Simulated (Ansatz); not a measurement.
Job for Ansatz (an electronic-structure program): R-wB97M-V/def2-TZVPP on BGeH5O (SMILES O[BH][GeH3]), a point of a torsion scan.

Ansatz 0.2 input:
```yaml
crystal:
  periodic: [false, false, false]
  atoms:
    - {symbol: O, position_ang: [1.62245252, 0.80730842, 0.41770474]}
    - {symbol: B, position_ang: [0.83330321, -0.21367423, 0.12808320]}
    - {symbol: Ge, position_ang: [1.52686321, -2.09149286, -0.23981409]}
    - {symbol: H, position_ang: [2.51548839, 0.81950696, 0.06737649]}
    - {symbol: H, position_ang: [-0.30226355, -0.03711191, 0.37416371]}
    - {symbol: H, position_ang: [1.34920485, -2.99570644, 0.94047506]}
    - {symbol: H, position_ang: [3.00640073, -2.19999128, -0.50425408]}
    - {symbol: H, position_ang: [0.93367246, -2.90978524, -1.34506497]}
basis:
  gaussian:
    orbitals: def2-TZVPP
hamiltonian:
  xc: {name: wB97M-V}
scf: {lower_state_search: off}
```

The head of its log:

```
WARN ansatz: RAYON_NUM_THREADS=1 ignored (pool sized by the plan → 1); use --threads N
Functional definition: wB97M-V
these checks for a lower state are left out or cut short: stability, starts, cluster_reference, orbital_swaps, neighbouring_geometries, increment
integrals: 0.11 GiB planned
1001 factors; their error is unknown
integrals: 0.15 GiB planned
240 factors; integrals over basis functions are off by at most 8.0e-6 eV
mean field: 0.99 GiB planned
mean field evaluation 1: about -59316.7422 eV, gradient 4.5e1 eV
mean field evaluation 2: about -59316.0267 eV, gradient 5.2e1 eV
```

### Question
What total energy does the run end on?

### Answer
-2179.9752 hartree.
